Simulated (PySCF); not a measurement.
Ga(All)(OH)2, SMILES C=C[CH2][Ga]([OH])[OH] (C3H7GaO2) (PBE0/def2-SVP optimised geometry):

```
13

Ga    -0.092     0.057     0.000
C     -1.297    -1.499    -0.046
C     -1.816    -1.686    -1.432
C     -1.448    -2.647    -2.287
H     -2.112    -1.274     0.660
H     -0.760    -2.391     0.313
H     -2.550    -0.942    -1.770
H     -0.723    -3.418    -2.007
H     -1.865    -2.698    -3.295
O     -0.775     1.702     0.000
H     -0.103     2.391    -0.018
O      1.697     0.057     0.000
H      2.112    -0.810    -0.022
```

Method: PBE0/def2-TZVP (PySCF).

Question: What are the frontier orbital energies and the dipole moment?

Answer: HOMO-2 -9.15 eV, HOMO-1 -8.54 eV, HOMO -7.07 eV, LUMO -0.52 eV, LUMO+1 -0.08 eV; dipole moment 1.86 D.

On the same geometry PBE/def2-TZVP run with PySCF gives HOMO-2 -7.48 eV, HOMO-1 -6.86 eV, HOMO -5.98 eV, LUMO -1.41 eV, LUMO+1 -0.96 eV; dipole moment 1.71 D.

Meta-Löwdin charges at PBE0/def2-TZVP: Ga1 0.96, C2 -0.43, C3 -0.09, C4 -0.29, H5 0.14, H6 0.13, H7 0.12, H8 0.11, H9 0.13, O10 -0.73, H11 0.34, O12 -0.73, H13 0.34.
